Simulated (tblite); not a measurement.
Species: CH3B3BrF3.
Bonds: F1–B2, B2–F3, B2–B4, B4–C5, C5–B6, B6–F7, B6–Br8. Hydrogens: H9 on B4; H10, H11 on C5.

Computed with GFN2-xTB (tblite), gas phase: L-BFGS steps from a force-field or distance-geometry start until the largest atomic force falls under 0.01 eV/Å.

Step 20: E = -702.0636 eV
```
atom  x, y, z in Å  |  force x, y, z in eV/Å
F1     -3.2984    0.7842    0.0970   -0.018  -0.015  -0.006
B2     -2.1493    0.4020    0.6273   -0.018  -0.008  -0.002
F3     -2.3291   -0.1705    1.8107   -0.019   0.057   0.015
B4     -0.6321    0.5425   -0.1016    0.053   0.012   0.005
C5      0.4756   -0.5248    0.2670    0.022   0.027  -0.007
B6      1.9857   -0.0679    0.1924   -0.030   0.025   0.013
F7      2.3565    1.1307    0.5949   -0.050  -0.046   0.022
Br8     3.3781   -1.1700   -0.4171    0.007  -0.014  -0.029
H9     -0.3589    1.3701   -0.8828   -0.027   0.024  -0.016
H10     0.2699   -0.9172    1.2708    0.040  -0.054  -0.057
H11     0.3075   -1.3766   -0.4049    0.040  -0.009   0.063
```

Step 21: E = -702.0643 eV
```
atom  x, y, z in Å  |  force x, y, z in eV/Å
F1     -3.2980    0.7825    0.0946   -0.003  -0.022   0.001
B2     -2.1491    0.4021    0.6277   -0.018   0.000   0.001
F3     -2.3303   -0.1673    1.8127   -0.016   0.063  -0.003
B4     -0.6303    0.5437   -0.1005    0.040   0.001   0.010
C5      0.4771   -0.5245    0.2683   -0.008   0.018  -0.011
B6      1.9866   -0.0688    0.1931   -0.068   0.053   0.023
F7      2.3540    1.1308    0.5959   -0.030  -0.035   0.026
Br8     3.3751   -1.1685   -0.4193    0.052  -0.040  -0.043
H9     -0.3586    1.3699   -0.8845   -0.026   0.013  -0.003
H10     0.2712   -0.9218    1.2699    0.037  -0.037  -0.042
H11     0.3077   -1.3753   -0.4040    0.040  -0.015   0.040
```

Step 22: E = -702.0652 eV
```
atom  x, y, z in Å  |  force x, y, z in eV/Å
F1     -3.2977    0.7795    0.0913    0.011  -0.028   0.003
B2     -2.1490    0.4026    0.6283   -0.009   0.013  -0.001
F3     -2.3324   -0.1620    1.8154   -0.010   0.063  -0.013
B4     -0.6274    0.5453   -0.0987    0.000  -0.006   0.012
C5      0.4786   -0.5241    0.2699   -0.036  -0.003  -0.015
B6      1.9866   -0.0691    0.1945   -0.068   0.052   0.016
F7      2.3507    1.1306    0.5976   -0.002  -0.010   0.035
Br8     3.3726   -1.1672   -0.4231    0.072  -0.044  -0.045
H9     -0.3584    1.3695   -0.8869   -0.022  -0.001   0.016
H10     0.2732   -0.9286    1.2682    0.028  -0.015  -0.014
H11     0.3086   -1.3739   -0.4026    0.037  -0.021   0.007
```

Task: Estimate the geometry and energy of step 23. (The exact step hangs on the optimiser's Hessian estimate; all steps are aligned on step 22, rigid shifts and turns removed.)

Result: E = -702.0658 eV, largest force 0.068 eV/Å
```
atom  x, y, z in Å  |  force x, y, z in eV/Å
F1     -3.2969    0.7757    0.0877    0.013  -0.027  -0.003
B2     -2.1487    0.4037    0.6290    0.003   0.025  -0.004
F3     -2.3348   -0.1557    1.8180   -0.004   0.058  -0.010
B4     -0.6248    0.5468   -0.0964   -0.040  -0.010   0.011
C5      0.4792   -0.5240    0.2718   -0.043  -0.021  -0.017
B6      1.9853   -0.0685    0.1963   -0.031   0.024  -0.005
F7      2.3479    1.1307    0.5996    0.019   0.010   0.042
Br8     3.3713   -1.1663   -0.4281    0.055  -0.023  -0.032
H9     -0.3579    1.3683   -0.8891   -0.018  -0.012   0.031
H10     0.2751   -0.9358    1.2669    0.016   0.004   0.010
H11     0.3097   -1.3722   -0.4019    0.032  -0.028  -0.022
```

The energy changes by -0.0007 eV. The first-order estimate −F·Δx gives -0.0009 eV and the mean of the old and new forces, exact on a quadratic surface, -0.0007 eV. The step makes an angle of 68° with the force vector and moves no atom by more than 0.008 Å.

The cost below is that of the whole relaxation. Hardware: Arm Neoverse N1, one thread, no GPU (shared host). Cost: 1.5 s wall.
